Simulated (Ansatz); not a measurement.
B₄P₄H₁₆⁺, a cluster cut from zinc blende BP (hydrogen-capped). The state is a doublet with charge 1. Geometry r2SCAN-D4/def2-SVP, that of the neutral singlet.

```xyz
24

B     2.1095    0.6973   -0.0226
B    -0.7819   -1.7424    1.1365
B    -0.2917   -0.6534   -2.1040
B    -1.0363    1.6981    0.9897
P     1.4915    0.0382   -1.7459
P    -0.8796   -1.9667   -0.7940
P     0.8812    1.9656    0.7954
P    -1.4928   -0.0362    1.7448
H     3.1858    1.2434   -0.1783
H     2.1619   -0.2650    0.7195
H    -1.4147   -2.6378    1.6643
H     0.3987   -1.7516    1.4288
H    -0.2932   -1.1741   -3.2039
H    -1.0549    0.2897   -2.0180
H    -1.5069    1.7246   -0.1315
H    -1.4784    2.5675    1.7173
H     2.4685   -0.9089   -2.1474
H     1.7126    1.0179   -2.7479
H    -0.2600   -3.2173   -1.0490
H    -2.2049   -2.2978   -1.1771
H     1.4581    2.2745    2.0542
H     1.0131    3.2357    0.1773
H    -1.2744   -0.0275    3.1466
H    -2.9110   -0.0738    1.7451
```

Problem. Estimate the α-spin orbital energies around the gap (eV) in Ansatz with HF/def2-TZVP, PBE-D4/def2-TZVP, PBE0-D4/def2-TZVP.

Solution. 
| orbital | HF/def2-TZVP | PBE-D4/def2-TZVP | PBE0-D4/def2-TZVP |
| --- | --- | --- | --- |
| HOMO−5 | -16.41 | -12.13 | -13.41 |
| HOMO−4 | -15.78 | -11.77 | -13.02 |
| HOMO−3 | -15.62 | -11.77 | -13.02 |
| HOMO−2 | -15.37 | -11.40 | -12.64 |
| HOMO−1 | -15.10 | -11.40 | -12.64 |
| HOMO | -14.42 | -11.30 | -12.53 |
| LUMO | -1.37 | -5.02 | -4.14 |
| LUMO+1 | -1.28 | -4.66 | -3.78 |
| LUMO+2 | -0.52 | -4.66 | -3.78 |
| LUMO+3 | -0.40 | -4.59 | -3.78 |
| LUMO+4 | -0.19 | -4.02 | -3.07 |
| LUMO+5 | -0.09 | -3.71 | -2.75 |
| β HOMO | -14.41 | -11.24 | -12.23 |
| β LUMO | -8.00 | -10.95 | -10.81 |
